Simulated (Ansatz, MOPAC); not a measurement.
Dimer: N2 (SMILES N#N) (first 2 atoms) with PH3 (SMILES P); geometry from B3LYP-D3(BJ)/def2-TZVP, rigid monomers moved along the line of their centres of mass till N2···H6 is 3.76 Å.
(charge 0, multiplicity 1):
```tsv
atom	x (Å)	y (Å)	z (Å)
N	0.6469	-0.2110	-0.5113
N	-0.3349	0.2639	-0.4876
P	0.0091	0.1175	4.0373
H	1.1042	0.6423	3.3040
H	0.0007	-1.1011	3.3111
H	-0.9545	0.7239	3.1911
```

Counterpoise-corrected where a basis set is named; no monomer relaxation.

Correlated levels freeze the cores. CBS: X⁻³ extrapolation of the correlation energy, Hartree–Fock from the larger set. The state that AM1 reach isn't checked.

Run with Ansatz (Gaussian orbitals); MOPAC for AM1 (differences of heats of formation). Values without a source in brackets are computed.

Problem. What interaction energy does AM1 give?

Solution. 0.4 kcal/mol

Ansatz is a quantum-chemistry and plane-wave program.
